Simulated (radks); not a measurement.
The numbers below are computed, except where a source is named.
Excited configurations of neutral selenium: one electron is placed in a higher orbital outside [Ar] 3d10 4s2 4p3. The ground configuration is [Ar] 3d10 4s2 4p4. Level of theory: scalar-relativistic Kohn-Sham, LDA (Slater exchange, Perdew-Wang correlation), spin-polarised, spherical densities, point nucleus; open shells are filled with parallel spins first (a radial shooting solver on a logarithmic mesh with Libxc functionals). Excitation = E - E(ground); binding = E(ion) - E, where the ion is the core of charge +1; n* = 1/sqrt(2 binding) in atomic units, and the quantum defect is n - n*.

outer orbital,excitation (eV),binding (eV),quantum defect,eigenvalue (eV),<r> (bohr)
4d,7.790,2.115,1.464,-0.710,6.984
5s,5.919,3.986,3.152,-2.319,5.592
5f,9.266,0.639,0.386,-0.381,29.23
6s,8.110,1.795,3.247,-1.117,12.28
6d,9.094,0.811,1.904,-0.500,24.95
7s,8.875,1.030,3.365,-0.670,21.65
7d,9.349,0.556,2.055,-0.363,38.33

The Delta-SCF ionisation energy is 9.905 eV (NIST Atomic Spectra Database: 9.752 eV, measured). Self-interaction in the functional shifts the binding energies and quantum defects, so they are the method's values and not measured ones. Open shells are spherical and high-spin; term and fine-structure splittings are not resolved.
